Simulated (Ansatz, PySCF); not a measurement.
Gas-phase reaction R1 + R2 → 2 P1, each structure at its B3LYP-D3(BJ)/def2-TZVP stationary point, reached from a drawn start (curvature not checked).
P1, BHO2 (SMILES O=BO) (charge 0, multiplicity 1):
```xyz
4

O     -0.8050    -0.3384     0.0615
B      0.4663    -0.0741    -0.1977
O      1.6323     0.1209    -0.4639
H     -1.2937     0.2917     0.6001
```
R1: B2O3 (SMILES O=BOB=O), charge 0, multiplicity 1.
R2: H2O (SMILES O), charge 0, multiplicity 1.

P less R. No zero-point or thermal terms. One arrangement of each flexible species, with no search for the lowest.

Frozen-core correlation throughout. CBS: X⁻³ extrapolation of the correlation energy, Hartree–Fock from the larger set.

Programs: Ansatz (Gaussian orbitals); PySCF for the D3/D4 terms. All values are computed, each at the level named.

**Question.** Predict the reaction energy from CCSD(T)/cc-pVQZ.

**Answer.** -25 kJ/mol

**Question.** What is the computed reaction energy (B2PLYP-D4/def2-TZVPP)?

**Answer.** -24 kJ/mol

**Question.** What is the computed reaction energy (CCSD(T)/CBS(cc-pVTZ, cc-pVQZ))?

**Answer.** -24 kJ/mol

Ansatz is a quantum-chemistry and plane-wave program.
